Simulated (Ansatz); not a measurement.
The Pb1–H2 bond of H2OPb (SMILES [OH][PbH]) is stretched (multiplicity 1, the rest rigid).
Geometry at rest (charge 0, multiplicity 1):
```xyz
4

Pb    -0.12012    -0.10155     0.14051
H     -1.48640     0.02135    -1.14319
O      1.29889     0.89352    -1.05799
H      0.94497     1.15771    -1.91447
```

Frozen-core correlation. Filled d and f shells under p-block atoms count as core.

Run with Ansatz (Gaussian basis) for Hartree–Fock, density functionals and correlated methods. Values without a source in brackets are computed. In def2 rows elements past Kr take small-core potentials, without spin–orbit coupling.

FIC-MRCISD+Q on CASSCF(2,2)/def2-TZVPP, total energies (hartree):

```json
[
 {"R (Å)": "1.879", "CASSCF": "-267.901433", "MRCISD": "-268.208584", "weight c² of the reference": "0.91426"},
 {"R (Å)": "3.288", "CASSCF": "-267.835310", "MRCISD": "-268.134262", "weight c² of the reference": "0.91531"},
 {"R (Å)": "6.012", "CASSCF": "-267.816465", "MRCISD": "-268.112891", "weight c² of the reference": "0.91625"}
]
```

Problem. Add the Davidson correction (E_MRCISD − E_CASSCF)(1 − c²)/c² and give the energies above the first point at the three levels.

Solution. 
Corrections (hartree): -0.028804, -0.027661, -0.027094. Above the first point (kcal/mol):
- R = 3.288 Å: CASSCF 41.5, MRCISD 46.6, with the correction 47.4
- R = 6.012 Å: CASSCF 53.3, MRCISD 60.0, with the correction 61.1

Ansatz is an electronic-structure program.
